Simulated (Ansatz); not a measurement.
Cartesian coordinates (Å):
```xyz
10

C     -1.8772     0.0080     0.1526
C     -0.6169    -0.4107     0.2900
B      0.5994     0.4166    -0.2016
N      1.9049    -0.0508    -0.0428
H     -2.1011     0.9601    -0.3169
H     -2.7295    -0.5687     0.4958
H     -0.4612    -1.3770     0.7710
H      0.4397     1.4776    -0.7296
H      2.7146     0.4605    -0.3499
H      2.1277    -0.9325     0.3908
```
Charge 0, multiplicity 1.

The numbers are results of frozen-core CCSD(T)/cc-pVTZ // B3LYP-D3(BJ)/def2-TZVP (Ansatz, a first-principles code), not measurements.

The HF energy is -158.44892 Ha and the MP2 correlation energy is -0.64053 Ha.

### Question
Estimate the CCSD correlation energy, the (T) correction, the total energy and the T1 diagnostic.

### Answer

The CCSD correlation energy is -0.67641 Ha. The (T) correction comes out as -0.02876 Ha. The CCSD(T) total energy is -159.15409 Ha and the T1 diagnostic comes out as 0.013.
